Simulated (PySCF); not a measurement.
## How methods differ on the ionisation energy of Ar⁺

Ar⁺ [Ne] 3s2 3p5 (2P) → Ar²⁺ [Ne] 3s2 3p4 (3P), as a difference of total energies. Calculation: PySCF 2.14, in aug-cc-pwCVDZ; the non-relativistic Hamiltonian (point nucleus). Correlated levels: valence: [Ne] frozen; valence and next inner shell: 1s2 frozen; nothing frozen. The calculations carry no spin-orbit coupling.

Order these methods by the ionisation energy they give, lowest first.
A. PBE0
B. SCS-MP2 (valence and next inner shell)
C. r2SCAN0
D. revPBE

B (27.130 eV), D (27.559 eV), A (27.628 eV), C (27.660 eV).

A first-order spin-orbit estimate (lowest level to lowest level, LS coupling) adds -0.006 eV.

Errors of the correlated levels include the incompleteness of this basis and the frozen core.

For comparison: 27.630 eV (measured; NIST Atomic Spectra Database, ionization energies).
